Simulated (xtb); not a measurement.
Here is a job for xtb.
```
$ xtb mol.xyz --gfn 2 --chrg 1 --uhf 1 --gbsa water --json

# file mol.xyz
5

Si     0.01770168    -0.01016261     0.30255016
Cl    -1.27526529    -1.48167714    -0.09388585
Cl    -0.65572490     1.84395460    -0.01842661
Cl     1.91024453    -0.35036729    -0.24226395
H      0.10485246    -0.06019626     1.79209681
```

What is the computed total energy (GFN2-xTB with GBSA(water) run with xtb)?

-15.563562 Ha

What partial charges in atom order does GFN2-xTB with GBSA(water) give?

Si1 0.51, Cl2 0.06, Cl3 0.06, Cl4 0.06, H5 0.30
